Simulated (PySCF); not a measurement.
Species: GeH5IN2.
Structure used (PBE0-D3(BJ)/def2-SVP), in Å, numbered top down from 1:
```xyz
9
GeH5IN2 angstrom
N     -1.2631   -0.8978    0.3298
Ge    -0.0356    0.4320    0.2688
N      1.4444   -0.3067   -0.4853
I     -0.5896    2.3777   -1.2803
H     -1.4357   -1.3573   -0.5604
H     -2.1460   -0.6715    0.7787
H      0.0552    1.0452    1.6786
H      1.9262   -0.9896    0.0943
H      2.1105    0.3594   -0.8651
```

Computed with PBE0-D3(BJ)/def2-SVP geometry optimisation, gas phase, def2 core potentials past Kr in PySCF 2.14.0.

Masses are those of the commonest isotopes; rigid-rotor values at the optimised geometry. The values belong to one conformer with, in the numbering `[NH2:1][GeH:2]([NH2:3])[I:4]`, H–N1–Ge2–N3 -54° and 177°, N1–Ge2–N3–H -70° and 161°.

(1) Give the principal moments of inertia and the rotational constants in GHz.

(2) What kind of rotor is it?

(3) Is it planar, by Δ = Ic − Ia − Ib?

(4) Give the other two planar moments, Paa and Pbb, and the rms extents of the mass along the axes.

(5) List the rotational levels J(Ka,Kc) to J = 3 (cm⁻¹).

(6) Which types of transition are allowed, and where do some lines up to J = 2 fall?

(7) Estimate the classical rotational partition function at 25 K, 100 K and 298.15 K.

Answers

(1) Ia = 93.91, Ib = 471.64, Ic = 524.75 u·Å²; 505379 MHz·u·Å²/I gives 5382, 1072 and 963.1 MHz, that is A = 5.3815, B = 1.0715, C = 0.9631 GHz.

(2) A near-prolate asymmetric top; Ray's κ = -0.951.

(3) Not planar: Δ = Ic − Ia − Ib = -40.80 u·Å². For a rigid frame Δ = −2 Σ m c², so Σ m c² = 20.40 u·Å² lies off the ab plane: 6.05 from hydrogen and 14.35 from heavier atoms. The atom farthest from that plane is 1.80 Å away.

(4) Paa = Σ m a² = (Ib + Ic − Ia)/2 = 451.24 and Pbb = Σ m b² = (Ia + Ic − Ib)/2 = 73.51 u·Å². With the mass M = 233.87 u, the rms extents √(P/M) along a, b and c are 1.39, 0.56, 0.30 Å.

(5) Above 0(0,0):
J = 1: 1(0,1) 0.0679, 1(1,1) 0.2116, 1(1,0) 0.2153
J = 2: 2(0,2) 0.2035, 2(1,2) 0.3438, 2(1,1) 0.3546, 2(2,1) 0.7859, 2(2,0) 0.7860
J = 3: 3(0,3) 0.4069, 3(1,3) 0.5419, 3(1,2) 0.5636, 3(2,2) 0.9895, 3(2,1) 0.9898, 3(3,1) 1.7174, 3(3,0) 1.7174

(6) The dipole components are |μa| = 2.07 D, |μb| = 0.03 D, |μc| = 0.27 D. Intensities carry the squares of the components, which stand as 1.00 : 0.00 : 0.02 (a : b : c). Some lines, for components of 0.1 D or more:

```json
{"type": "a", "branch": "Q", "J(Ka,Kc)": "2(1,1) ← 2(1,2)", "MHz": "325", "lower level (cm⁻¹)": "0.344"}
{"type": "a", "branch": "R", "J(Ka,Kc)": "1(0,1) ← 0(0,0)", "MHz": "2035", "lower level (cm⁻¹)": "0.000"}
{"type": "a", "branch": "R", "J(Ka,Kc)": "2(1,2) ← 1(1,1)", "MHz": "3961", "lower level (cm⁻¹)": "0.212"}
{"type": "a", "branch": "R", "J(Ka,Kc)": "2(0,2) ← 1(0,1)", "MHz": "4067", "lower level (cm⁻¹)": "0.068"}
{"type": "a", "branch": "R", "J(Ka,Kc)": "2(1,1) ← 1(1,0)", "MHz": "4178", "lower level (cm⁻¹)": "0.215"}
{"type": "c", "branch": "Q", "J(Ka,Kc)": "2(1,2) ← 2(0,2)", "MHz": "4204", "lower level (cm⁻¹)": "0.204"}
{"type": "c", "branch": "Q", "J(Ka,Kc)": "1(1,1) ← 1(0,1)", "MHz": "4310", "lower level (cm⁻¹)": "0.068"}
{"type": "c", "branch": "R", "J(Ka,Kc)": "1(1,0) ← 0(0,0)", "MHz": "6453", "lower level (cm⁻¹)": "0.000"}
{"type": "c", "branch": "R", "J(Ka,Kc)": "2(1,1) ← 1(0,1)", "MHz": "8596", "lower level (cm⁻¹)": "0.068"}
{"type": "c", "branch": "Q", "J(Ka,Kc)": "2(2,1) ← 2(1,1)", "MHz": "12930", "lower level (cm⁻¹)": "0.355"}
{"type": "c", "branch": "R", "J(Ka,Kc)": "2(2,0) ← 1(1,0)", "MHz": "17110", "lower level (cm⁻¹)": "0.215"}
{"type": "c", "branch": "R", "J(Ka,Kc)": "2(2,1) ← 1(1,1)", "MHz": "17216", "lower level (cm⁻¹)": "0.212"}
```

(7) Point group C1, symmetry number σ = 1; q = (√π/σ)·√((kT/h)³/(ABC)), k/h = 20836.6 MHz/K: 8940 at 25 K, 71500 at 100 K, 368000 at 298.15 K.

PBE0-D3(BJ)/def2-SVP frequencies: not computed here. Constants of a rigid frame at the computed geometry: no zero-point averaging, no centrifugal distortion. A rigid rotor knows nothing of inversion at nitrogen, which can split or shift real lines. Quadrupole hyperfine structure (14N, 127I) is left out.
